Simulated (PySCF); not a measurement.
## Correlation energy of Cd (cadmium, neutral)

[Kr] 4d10 5s2, closed-shell 1S. Computed with PySCF 2.14 in aug-cc-pVDZ-PP with ECP28MDF (5s5p4d2f, 54 functions), with a scalar-relativistic core potential. Frozen: 4s2 4p6; 12 electrons correlated.

MP2 pair energies summed by pair of shells (mhartree):

```tsv
pair	energy	share (%)
4d-4d	-293.72	76.4
4d-5s	-70.42	18.3
5s-5s	-20.54	5.3
```

Total MP2 correlation energy: -384.68 mhartree.

Same-spin part -136.98 and opposite-spin part -247.70 mhartree; SCS-MP2 scales them by 1/3 and 6/5 to -342.90 mhartree.
